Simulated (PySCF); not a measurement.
# 1,1-diethylcyclopropane (C1(CC)(CC)CC1, C7H14)

Geometry (Å), atoms numbered from 1 in this order:
```xyz
21

C    -1.715   -1.166    1.001
C    -1.067   -0.756   -0.314
C     0.008    0.305   -0.169
C     1.212   -0.065    0.676
C     2.006   -1.248    0.139
C     0.252    1.203   -1.349
C    -0.447    1.737   -0.130
H    -2.123   -0.291    1.530
H    -2.540   -1.875    0.836
H    -0.995   -1.653    1.677
H    -1.841   -0.375   -1.001
H    -0.641   -1.643   -0.814
H     0.884   -0.273    1.710
H     1.870    0.817    0.748
H     1.413   -2.176    0.147
H     2.326   -1.070   -0.900
H     2.908   -1.431    0.743
H    -0.339    1.041   -2.255
H     1.277    1.534   -1.540
H     0.095    2.436    0.513
H    -1.521    1.937   -0.199
```

Computed, not measured: PySCF 2.14.0, quadratic response CAM-B3LYP/aug-cc-pVDZ first hyperpolarisability, Taylor convention, gas phase. Geometry: PBE0-D3(BJ)/def2-SVP.

Q: Give β for the processes computed.

A: In au, Taylor convention; the vector part is βᵢ = ⅓ Σⱼ (βᵢⱼⱼ + βⱼᵢⱼ + βⱼⱼᵢ); β∥ is 3/5 of the vector part along the dipole, the dipole points from − to +:
```
                   process  λ (nm)  β vector norm    β∥  β HRS  depolarisation ratio
           static β(0;0,0)       ∞           19.7  11.8   13.4                  2.19
second harmonic β(−2ω;ω,ω)    1907           20.8  12.5   14.0                  2.22
         Pockels β(−ω;ω,0)    1907           20.1  12.1      –                     –
second harmonic β(−2ω;ω,ω)    1064           23.6  14.2   15.3                  2.29
         Pockels β(−ω;ω,0)    1064           20.9  12.6      –                     –
```

Q: Which lowest excitations, dipole and polarisabilities go with it?

A: S1 6.99 eV (f = 0.012); S2 7.29 eV (f = 0.008); S3 7.38 eV (f = 0.008); dipole 0.15 D; isotropic α 84.6 au static, 84.8 au at 1907 nm, 85.2 au at 1064 nm, 85.4 au at 953.5 nm, 87.0 au at 532 nm.
